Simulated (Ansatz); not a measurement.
`[CH3][In]([CH3])[I]` + H–F → `[CH3][In]([CH3])[F]` + HI at 400 K and 1 bar (ligand exchange at the In–I bond).

Gas-phase electronic energies from Ansatz, PBE0-D4/def2-TZVP geometries. CBS: MP2 limit from def2 TZ/QZ plus the TZ coupled-cluster correction, frozen cores. This one scheme is used for every species. Elements past krypton have def2 core potentials. For I, In outer-core shells are correlated without core-valence functions, which leaves a few kJ/mol of doubt a bond.

```
              species  CCSD(T)/CBS energy (Eh)  H − E (kJ/mol)  S (J/(mol·K))
`[CH3][In]([CH3])[I]`               -567.03214           223.8          447.4
                  H–F               -100.39570            36.5          182.2
`[CH3][In]([CH3])[F]`               -369.35906           225.0          409.2
                   HI               -298.03592            25.7          215.0
```

H − E and S are ideal-gas, rigid-rotor, harmonic terms from PBE0-D4/def2-TZVP. 1 Eh = 2625.50 kJ/mol, R = 8.31446 J/(mol·K).

Task: By hand: ΔE, ΔH, ΔS and ΔG.

Result: ΔE = (-369.35906) + (-298.03592) − (-567.03214) − (-100.39570) = 0.03286 Eh = 86.3 kJ/mol. Δ(H − E) = 225.0 + 25.7 − 223.8 − 36.5 = -9.6, so ΔH = 76.7 kJ/mol. ΔS = 409.2 + 215.0 − 447.4 − 182.2 = -5.4 J/(mol·K). ΔG = 76.7 − 400 × (-5.4)/1000 = 78.9 kJ/mol.

Task: By hand: the equilibrium constant, and the temperature at which ΔG would vanish if ΔH and ΔS stayed fixed.

Result: log₁₀ K = −ΔG/(RT ln 10) = -10.3. ΔH and −TΔS have one sign here, so there is no such temperature. One of them is within its doubt of zero, so this could turn.

The number of gas molecules stays the same, so ΔS is small and ΔH decides. A doubt of 5 kJ/mol in ΔE shifts log₁₀ K by 0.7 here. Modes under 60 cm⁻¹, often nearly free rotors, make the harmonic entropy too high. These are equilibria of isolated gas molecules and say nothing of rates. Largest T1 diagnostic: 0.014 (customary marks: 0.02 for closed shells, 0.045 for open ones).
